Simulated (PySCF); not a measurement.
**Solvent effects on NMR parameters**

Molfile (atoms numbered from 1):
```
C2H2F3NO
     RDKit          3D

  9  8  0  0  0  0  0  0  0  0999 V2000
    1.2053   -0.6461   -0.1666 N   0  0  0  0  0  0  0  0  0  0  0  0
    0.4827    0.4500    0.1375 C   0  0  0  0  0  0  0  0  0  0  0  0
    0.9176    1.5186    0.4866 O   0  0  0  0  0  0  0  0  0  0  0  0
   -1.0446    0.2414    0.0482 C   0  0  0  0  0  0  0  0  0  0  0  0
   -1.6091    1.2366   -0.6138 F   0  0  0  0  0  0  0  0  0  0  0  0
   -1.5635    0.1942    1.2695 F   0  0  0  0  0  0  0  0  0  0  0  0
   -1.3593   -0.9069   -0.5747 F   0  0  0  0  0  0  0  0  0  0  0  0
    2.2138   -0.5844   -0.1107 H   0  0  0  0  0  0  0  0  0  0  0  0
    0.7707   -1.4969   -0.4940 H   0  0  0  0  0  0  0  0  0  0  0  0
  1  2  1  0
  2  3  2  0
  2  4  1  0
  4  5  1  0
  4  6  1  0
  4  7  1  0
  1  8  1  0
  1  9  1  0
M  END
```

GIAO PBE0/pcSseg-1 in PySCF 2.14.0 with density-fitted response routines on one PBE0-D3(BJ)/def2-SVP conformer, non-relativistic, equivalent nuclei averaged. Solvents enter as an IEF-PCM continuum (chloroform with ε = 4.7, acetonitrile with ε = 35.7) around the gas-phase geometry. Shifts are referred to TMS, CFCl3 computed in the same medium.

Gas phase, δ in ppm: C2 160.1, C4 120.2, F5/F6/F7 -90.7, H9 5.71, H8 4.57. Dipole moment 3.98 D.

Task: How does each δ change in the continuum?

Result: 
| atoms | environment | Δδ, chloroform | Δδ, acetonitrile |
| --- | --- | --- | --- |
| C2 | amide carbonyl carbon | +2.5 | +3.4 |
| C4 | CF3 carbon | +1.0 | +1.4 |
| F5/F6/F7 | fluorine of a CF3 group | +0.9 | +1.3 |
| H9 | hydrogen on an amide-type nitrogen | +0.60 | +0.85 |
| H8 | hydrogen on an amide-type nitrogen | +0.69 | +0.92 |

Changes are relative to the gas phase. The dipole moment becomes 4.72 D in chloroform, 5.02 D in acetonitrile.

Task: Which nuclei move most (in ppm), and what does the model miss?

Result: C2 (amide carbonyl carbon, +3.4 ppm) in acetonitrile. A continuum only polarises the solute; specific hydrogen bonds, the anisotropy of aromatic solvents and changes of geometry or conformer are outside it.
